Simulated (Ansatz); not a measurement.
The cluster Ga₂Te₃⁺, relaxed as a doublet with UKS r2SCAN-D4/def2-SVP in Ansatz, starting from the GFN1-xTB geometry. Force threshold 0.02 eV/Å.

In the def2 sets Te takes a core potential; there is no spin–orbit coupling. The structure comes from a short search, and lower isomers may exist.

Start:

| atom | x (Å) | y (Å) | z (Å) |
| --- | --- | --- | --- |
| Ga1 | -0.210 | -1.000 | -1.837 |
| Ga2 | -0.690 | 1.614 | 1.170 |
| Te3 | 1.178 | -0.786 | 0.896 |
| Te4 | -1.519 | -1.080 | 0.681 |
| Te5 | 1.241 | 1.251 | -0.910 |

**Question.** Estimate the energy that the relaxation releases and the steps that it takes.

**Answer.** 0.08 eV, in 6 steps; 30 s on 4 threads of Arm Neoverse V2 on a shared host. No frequencies were taken in this run, so the end may be a saddle point.

**Question.** Does the start keep its bonding and symmetry?

**Answer.** By distances, no bond broke or formed. The bond that changes most is Ga2–Te3, from 3.05 to 3.29 Å (atoms count from 1). Point group Cs at the start, C2v at the end, both within 0.05 Å; within 0.015 Å the end is Cs.

**Question.** Predict the relaxed structure.

**Answer.** 
```xyz
5

Ga   -0.329   -0.917   -1.917
Ga   -0.809    1.684    1.065
Te    1.274   -0.857    0.956
Te   -1.460   -1.130    0.749
Te    1.324    1.220   -0.853
```
Bond lengths (bridged metal pairs left out): 4 × Ga–Te 2.90 to 2.91 Å; 2 × Te–Te 2.75 Å.
